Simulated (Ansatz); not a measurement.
Consider the formal exchange of groups at the Si–O bond: `O[SiH](F)[AlH2]` + `BO` → `OB[SiH](F)[AlH2]` + H₂O.

Isolated molecules relaxed with PBE0-D4/def2-TZVP in Ansatz; ΔE leaves out vibrations. CCSD(T)/CBS adds triple-zeta CCSD(T) − MP2 to the extrapolated MP2 energy (def2 sets, frozen cores). This one scheme is used for every species. DFT in def2-TZVPP. Each species was taken in one conformer, which may not be the lowest.

`O[SiH](F)[AlH2]`:

Cartesian coordinates in Å:
```
O 0.670 1.434 0.811
Si 0.019 -0.077 0.782
F 1.059 -1.129 1.420
Al -0.367 -0.563 -1.610
H 0.759 1.881 1.655
H -1.150 -0.127 1.710
H 0.842 -0.967 -2.554
H -1.833 -0.453 -2.215
```

`BO`:

```xyz
5

B     0.417   -0.008   -0.059
O    -0.819    0.529   -0.061
H     1.311    0.693   -0.432
H     0.592   -1.140    0.305
H    -1.500   -0.074    0.247
```

`OB[SiH](F)[AlH2]`:

Cartesian coordinates in Å:
```
O 1.383 -0.058 1.684
B 1.175 -0.851 0.608
Si -0.627 -0.715 -0.309
F -0.660 -1.723 -1.578
Al -1.190 1.588 -0.988
H 2.251 -0.161 2.084
H 2.054 -1.578 0.221
H -1.672 -1.202 0.648
H -1.433 2.678 0.144
H -1.281 2.022 -2.514
```

H₂O:

Z-matrix (Å, degrees):
```
O
H 1 0.960
H 1 0.960 2 105.1
```

```tsv
level	ΔE (kcal/mol)
ωB97M-V	31.3
PBE0	27.5
CCSD(T)/def2-SVP	28.7
HF/CBS(def2)	36.3
```

(1) What does CCSD(T)/CBS give? (Estimate.)

Largest T1 diagnostic among the species: 0.014.

## Answers

(1) Ansatz gave: +30.0 kcal/mol. The listed levels differ from it by 1.3, -2.5, -1.3, 6.3 kcal/mol.

The D4 term adds −0.8 kcal/mol with B3LYP and −0.5 kcal/mol with PBE0; it sums over pairs of atoms, weighted by their polarisabilities, and B3LYP, whose exchange is more repulsive, gets the larger term. From r2SCAN to r2SCAN0 (25 % exact exchange), in def2-TZVPP and without D4, ΔE moves by +0.9 kcal/mol.

B3LYP here is the variant with VWN-RPA as its local correlation; programs differ in this.
